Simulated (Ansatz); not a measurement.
Mulliken charges of F2H2HfSe2, SMILES `[F][Hf]([F])([SeH])[SeH]` from ωB97M-V/def2-TZVPP in Ansatz (PBE0-D4/def2-TZVP geometry).

```csv
atom,x (Å),y (Å),z (Å),charge (e)
F1,-1.850,-0.278,-1.444,-0.303
Hf2,-0.276,-0.204,-0.401,0.885
F3,1.251,-0.481,-1.480,-0.305
Se4,-0.458,-1.944,1.471,-0.217
Se5,-0.057,2.079,0.762,-0.234
H6,1.006,-1.836,1.609,0.093
H7,0.384,2.663,-0.518,0.082
```

Problem. By hand: the dipole of these point charges (1 e Å = 4.8032 D).

Solution. Σ q r = (0.173, 0.033, 0.144) e Å, of length 0.227 e Å = 1.09 D.

Problem. How does the dipole of the full density compare? (An estimate is asked.)

Solution. Computed: (0.123, -0.023, -0.038) e Å, 0.63 D; the point charges give 1.73 times that, at 60° from its direction.

Point charges leave out the atoms' own dipoles, such as those of lone pairs, and Mulliken's split depends on the basis, so the two needn't agree.
